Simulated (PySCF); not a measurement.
A GIAO shielding run with PySCF 2.14 (density fitting, non-relativistic, gas phase) on `[O+]#CCOC1CCC1`, [C6H9O2]+:

```
$ OMP_NUM_THREADS=1 python probes_run.py task.json out

{"job": {"kind": "nmr", "xc": "PBE0", "basis": "pcSseg-1"}, "charge": 1, "multiplicity": 1}
O     -3.393324     1.633078    -0.092242
C     -2.949749     0.603231    -0.059846
C     -2.124077    -0.517662     0.198068
O     -1.095907     0.189191     0.854943
C      0.114817     0.429174     0.137588
C      0.909495    -0.808815    -0.302371
C      2.136755    -0.233033     0.430367
C      1.241223     0.818623     1.106095
H     -2.611282    -1.221224     0.894455
H     -1.802304    -1.071610    -0.697592
H     -0.049672     1.160828    -0.659110
H      0.548449    -1.723863     0.163042
H      1.015775    -0.957748    -1.373815
H      2.858111     0.209294    -0.250700
H      2.645520    -0.918560     1.100587
H      1.566246     1.853088     1.058589
H      0.982928     0.568035     2.131493
```

Hardware: 1 thread of an Intel Xeon, shared host. The job also computes population analyses, field gradients, ring-centre shieldings.

(1) How large is the calculation?

(2) How long does it take, and how much memory does it need?

## Answers

(1) 60 electrons, 181 basis functions and 934 auxiliary functions.

(2) 2.3 min of wall time, with 14 SCF cycles and 5 response iterations; peak memory 0.83 GiB. Times on a shared host scatter by some tens of per cent.
